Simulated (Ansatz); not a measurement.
Bond stretch in Cl4Te, SMILES Cl[Te](Cl)(Cl)Cl. The Te1–Cl5 bond (Te1 also carries Cl, Cl, Cl; Cl5 carries nothing else) is pulled apart rigidly from the PBE0/def2-TZVP, def2 effective core potentials past Kr optimised geometry.

Methods: RKS-PBE = Ansatz (an electronic-structure program) with restricted PBE/def2-TZVP, def2 effective core potentials past Kr; UKS-PBE = unrestricted PBE/def2-TZVP, def2 effective core potentials past Kr in Ansatz; RKS-PBE0 = Ansatz with restricted PBE0/def2-TZVP, def2 effective core potentials past Kr; UKS-PBE0 = unrestricted PBE0/def2-TZVP, def2 effective core potentials past Kr (Ansatz).

Energies relative to the lowest point of each curve near equilibrium, in kJ/mol; the last columns give the difference from UKS-PBE0:

```csv
R / Å,RKS-PBE,UKS-PBE,RKS-PBE0,UKS-PBE0,RKS-PBE − UKS-PBE0,UKS-PBE − UKS-PBE0,RKS-PBE0 − UKS-PBE0
1.91,231.0,231.0,207.4,207.4,23.6,23.6,0.0
2.02,105.4,105.4,87.7,87.7,17.7,17.7,0.0
2.14,34.0,34.0,23.2,23.2,10.8,10.8,0.0
2.25,6.0,6.0,1.8,1.8,4.2,4.2,0.0
2.30,1.2,1.2,0.0,0.0,1.2,1.2,0.0
2.34,0.0,0.0,1.2,1.2,-1.2,-1.2,0.0
2.43,3.7,3.7,10.2,10.2,-6.5,-6.5,0.0
2.60,26.2,26.2,42.3,42.3,-16.2,-16.2,0.0
2.81,65.8,65.8,92.8,92.8,-27.0,-27.0,0.0
3.05,112.8,112.8,150.6,150.6,-37.8,-37.8,0.0
3.33,161.0,160.9,209.2,197.7,-36.7,-36.8,11.5
3.78,217.0,209.8,278.1,231.3,-14.2,-21.5,46.9
4.23,250.8,230.2,321.0,242.7,8.1,-12.5,78.3
4.85,274.9,241.3,353.2,244.6,30.3,-3.4,108.6
5.59,287.3,245.8,371.6,245.6,41.7,0.2,126.0
6.60,293.6,248.0,383.1,246.2,47.4,1.8,136.9
```

RKS-PBE is furthest from UKS-PBE0 at 6.60 (47.4 kJ/mol, above); its mean absolute difference over the points is 20.3 kJ/mol.

UKS-PBE is furthest from UKS-PBE0 at 3.05 (-37.8 kJ/mol, below); its mean absolute difference over the points is 13.9 kJ/mol.

RKS-PBE0 is furthest from UKS-PBE0 at 6.60 (136.9 kJ/mol, above); its mean absolute difference over the points is 31.8 kJ/mol.

The restricted form behind RKS-PBE, RKS-PBE0 keeps the bonding electrons paired and can't separate into open-shell fragments. The unrestricted determinant behind UKS-PBE is spin-contaminated at 3.33 to 6.60 Å (<S²> up to 0.9, against 0.00 for a pure singlet). The unrestricted determinant behind UKS-PBE0 is spin-contaminated at 3.33 to 6.60 Å (<S²> up to 1.0, against 0.00 for a pure singlet).
